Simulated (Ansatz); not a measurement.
A structure relaxed at PBE0-D4/def2-TZVP, charge 0, multiplicity 1:

```xyz
8

Cl    1.8944    1.4379   -0.8065
B     0.7652    0.7378    0.3408
F    -0.6803    0.7917   -0.1861
B    -0.7651   -0.7378   -0.3407
Cl   -1.8948   -1.4383    0.8060
F     0.6802   -0.7917    0.1866
H     0.8055    1.0416    1.4846
H    -0.8050   -1.0412   -1.4846
```

Question: Give its formula and SMILES.

Answer: B2Cl2F2H2, `Cl[B@H-]1[F+][B@H-](Cl)[F+]1`.

Question: Point group (tolerance 0.08 Å, 0.16 Å for H)?

Answer: C2h.

Question: Summarise the bond lengths by kind.

Answer: 2 × B–Cl 1.755 Å; 4 × B–F 1.539 to 1.540 Å; 2 × B–H 1.184 Å.

Program: Ansatz 0.2.0.
